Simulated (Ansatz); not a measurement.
Species: NO (charge 0, quartet). The spin state was set by rule; other spins were not relaxed. 
Structure (B3LYP-D3(BJ)/def2-TZVP (Ansatz, a first-principles code) minimum search):
```xyz
2

N      0.0000     0.0000    -0.7573
O      0.0000     0.0000     0.6627
```
Charge 0, spin multiplicity 4.

Computed values are from Ansatz. Correlated levels leave the core frozen unless marked. UHF or UKS for open shells. No spin-orbit coupling. Non-relativistic. CBS marks a two-point X^-3 extrapolation of the correlation energy; Hartree-Fock from the larger set (for Q and 5 zeta extrapolated as (X+1)exp(-9√X)).

| Item | Result |
|---|---|
| atomisation energy De | 172.9 kJ/mol at CCSD(T)/CBS(cc-pVQZ,cc-pV5Z) |
| vertical electron affinity (to the triplet; negative means unbound) | 4.33 eV at CCSD(T)/CBS(aug-cc-pVTZ,aug-cc-pVQZ) |
| total energy | -129.6021 Eh at CCSD(T)/CBS(cc-pVQZ,cc-pV5Z) |
| dipole moment | 0.23 D at CCSD(T)/aug-cc-pVDZ |
| T1 diagnostic | 0.026 at CCSD/cc-pV5Z |
